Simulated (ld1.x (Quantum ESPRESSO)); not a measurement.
# Logarithmic derivatives: phosphorus (P), TM

ld1.x (Quantum ESPRESSO) 7.5 input, shortened:

```
&input
   title='P', zed=15., rel=1, dft='PZ', iswitch=3,
   config='[Ne] 3s2 3p3 3d-2'
 /
 &inputp
   pseudotype=2, tm=.true., lloc=2,
   nlcc=.false.
 /
3
3S  1  0   2.00   0.00  1.15  1.15  0.0
3P  2  1   3.00   0.00  1.80  1.80  0.0
3D  3  2  -2.00   0.05  1.45  1.45  0.0
 &test
   configts(1)='3s2 3p3'
 /
```

The phase is arctan(r·u′/u) with u = r·R(r), unwrapped; energies in Ry, scanned from -3 to 5 Ry. A pole is an energy at which the radial function vanishes at the test radius. The pseudo phase is shifted by a multiple of π to meet the all-electron one at the reference energy, and phase errors are pseudo minus all-electron; the curves can meet again beyond the range given. Levels narrower than the energy grid can be missing from the lists of poles.

```
channel  radius (bohr)  reference energy (Ry)  poles, all-electron  poles, pseudo  unbroken range about the reference energy with phases within 0.05 rad  phase error 1 Ry above the reference energy (rad)
      s           1.96                  -1.03                 1.39     0.51, 2.21                                                              below 0.2                                             -0.027
      p           1.96                  -0.41                 2.44           2.25                                                              below 3.6                                             -0.006
      d           1.96                   0.05                 3.36           3.39                                                        the whole range                                             +0.002
```

Phases in the p channel:

```json
{"E (Ry)": "-3.00", "all-electron": "1.200", "pseudo": "1.197"}
{"E (Ry)": "-2.52", "all-electron": "1.146", "pseudo": "1.143"}
{"E (Ry)": "-2.04", "all-electron": "1.065", "pseudo": "1.062"}
{"E (Ry)": "-1.56", "all-electron": "0.930", "pseudo": "0.927"}
{"E (Ry)": "-1.08", "all-electron": "0.672", "pseudo": "0.669"}
{"E (Ry)": "-0.60", "all-electron": "0.131", "pseudo": "0.131"}
{"E (Ry)": "-0.12", "all-electron": "-0.620", "pseudo": "-0.621"}
{"E (Ry)": "0.36", "all-electron": "-1.078", "pseudo": "-1.083"}
{"E (Ry)": "0.84", "all-electron": "-1.298", "pseudo": "-1.306"}
{"E (Ry)": "1.32", "all-electron": "-1.420", "pseudo": "-1.431"}
{"E (Ry)": "1.80", "all-electron": "-1.499", "pseudo": "-1.513"}
{"E (Ry)": "2.28", "all-electron": "-1.555", "pseudo": "-1.574"}
{"E (Ry)": "2.76", "all-electron": "-1.600", "pseudo": "-1.627"}
{"E (Ry)": "3.24", "all-electron": "-1.639", "pseudo": "-1.677"}
{"E (Ry)": "3.72", "all-electron": "-1.676", "pseudo": "-1.731"}
{"E (Ry)": "4.20", "all-electron": "-1.713", "pseudo": "-1.800"}
{"E (Ry)": "4.68", "all-electron": "-1.753", "pseudo": "-1.902"}
```
